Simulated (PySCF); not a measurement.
**Zr²⁸⁺: ionisation energy**

Zr²⁸⁺ [Ne] 3s2 (1S) → Zr²⁹⁺ [Ne] 3s1 (2S), as a difference of total energies. Computed with PySCF 2.14 in an even-tempered Gaussian basis (18 s from 3.9 bohr⁻², ratio 2.5; 11 p from 5 bohr⁻², ratio 2.5; 5 d from 19 bohr⁻², ratio 2.7; 4 f from 29 bohr⁻², ratio 2.7), with scalar relativity by spin-free X2C-1e. Correlated levels: outer shells: 1s2 frozen; virtual orbitals above 40 to 60 times the deepest correlated orbital energy dropped. The calculations carry no spin-orbit coupling.

```
                method  ionisation energy (eV)
                   UHF                  1519.3
    MP2 (outer shells)                  1522.3
SCS-MP2 (outer shells)                  1522.7
   CCSD (outer shells)                  1523.0
CCSD(T) (outer shells)                  1523.1
```

Task: How much does correlation contribute at CCSD(T) (outer shells)?

Result: 1523.1 − (1519.3) = 3.8 eV, measured against UHF.

Breit and QED terms and the two-electron picture change are absent.

For comparison: 1525.1 ± 2.2 eV (semi-empirical (NIST evaluation); NIST Atomic Spectra Database, ionization energies).
